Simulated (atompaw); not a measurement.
## Reading a pseudo-wave (platinum)

Columns: radius, all-electron u(r) and pseudo u(r) of the 5d shell (level -4.46 eV) of platinum in the configuration [Xe] 4f14 5d10 6s0 6p0; PBE, scalar-relativistic, PAW (atompaw) scheme, atompaw 4.2.0.5.

```tsv
r (bohr)	all-electron	pseudo
0.115	0.2516	0.0004
0.231	-0.1402	0.0033
0.346	-0.3796	0.0108
0.462	-0.2609	0.0249
0.577	0.0084	0.0465
0.692	0.2824	0.0762
0.808	0.5043	0.1140
0.923	0.6581	0.1584
1.038	0.7527	0.2079
1.154	0.8012	0.2608
1.269	0.8153	0.3138
1.385	0.8063	0.3649
1.500	0.7823	0.4109
1.615	0.7492	0.4499
1.731	0.7107	0.4804
1.846	0.6701	0.5008
1.962	0.6286	0.5111
2.077	0.5882	0.5113
2.192	0.5490	0.5025
2.308	0.5113	0.4860
2.423	0.4759	0.4638
2.538	0.4425	0.4379
2.654	0.4111	0.4098
2.769	0.3819	0.3818
2.885	0.3545	0.3546
3.000	0.3293	0.3293
```

Task: How many radial nodes do the two functions have?

Result: The all-electron 5d function has n − l − 1 = 2; the pseudo-wave has 0, since the states of the same l below it are removed with the core.

Task: Where does each function peak?

Result: Outermost all-electron maximum near 1.27 bohr, pseudo maximum near 2.08 bohr (to the table’s step).

Task: Is the pseudo-wave norm-conserving?

Result: No, it belongs to a PAW set: the norm inside the radius is not constrained, and the difference is carried by the augmentation charge.
